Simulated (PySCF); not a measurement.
Ga²⁺: ionisation energy

Ga²⁺ [Ar] 3d10 4s1 (2S) → Ga³⁺ [Ar] 3d10 (1S), as a difference of total energies. Calculation: PySCF 2.14, in cc-pVDZ-DK (5s4p2d, 27 functions); the spin-free X2C one-electron Hamiltonian (Gaussian nucleus). The calculations carry no spin-orbit coupling.

| method | ionisation energy (eV) | error (eV) |
| --- | --- | --- |
| UHF | 29.698 | -1.028 |
| M06-2X | 31.004 | +0.278 |
| LDA | 31.813 | +1.087 |

Reference: 30.726 eV (measured; NIST Atomic Spectra Database, ionization energies).
